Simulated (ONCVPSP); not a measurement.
# Plane-wave convergence, ONCV potential for Br

- Element: Br (Z = 35)
- Generator: ONCVPSP 4.0.1
- Type: optimised norm-conserving Vanderbilt (ONCV)
- Functional: LDA (Perdew-Zunger)
- Relativity: scalar-relativistic
- Frozen core: [Ne] 3s2
- Valence charge: 23
- Reference configuration: 3p6 3d10 4s2 4p2 (charge +3)
- Partial waves: 4s: rc 1.40 bohr, ncon 4, nbas 8, qcut 3.9 1/bohr, 2 projectors, debl 0.4 Ha; 3p+4p: rc 1.00 bohr, ncon 4, nbas 7, qcut 11.2 1/bohr, 2 projectors; 3d: rc 1.05 bohr, ncon 3, nbas 8, qcut 15 1/bohr, 2 projectors, debl 0.7 Ha
- Local potential: polynomial inside 0.70 bohr (lpopt 2, dvloc0 3 Ha)
- Core correction: Teter function, fcfact 5, rcfact 1.4

In the s channel the program set the typed energies aside and used -2.003, 0.250 Ha. In the d channel the program set the typed energies aside and used -3.872, 0.250 Ha.

Problem. For each optimised wave give the share of its norm inside rc, the residual kinetic energy above qcut (Ha) and the cutoffs (Ha) for errors of 10, 1, 0.1 and 0.01 mHa per electron.

Solution.

```tsv
wave	norm inside rc	residual KE	10 mHa	1 mHa	0.1 mHa	0.01 mHa
4s	0.424	2.6e-02	11.5	69.7	87.4	106.3
s projector 2	0.042	1.2e-02	8.0	23.3	104.1	124.6
3p	0.956	6.9e-04	50.9	60.6	134.6	163.0
4p	0.080	3.4e-04	45.6	57.5	78.2	158.5
3d	0.931	5.4e-06	80.6	92.5	101.2	110.1
d projector 2	0.023	2.7e-06	66.5	84.0	96.8	107.0
```

The occupied waves need 92 Ha and 135 Ha for 1 and 0.1 mHa. Note: no bound ghost flagged; GHOST(+) flagged for s at 28.0 eV.
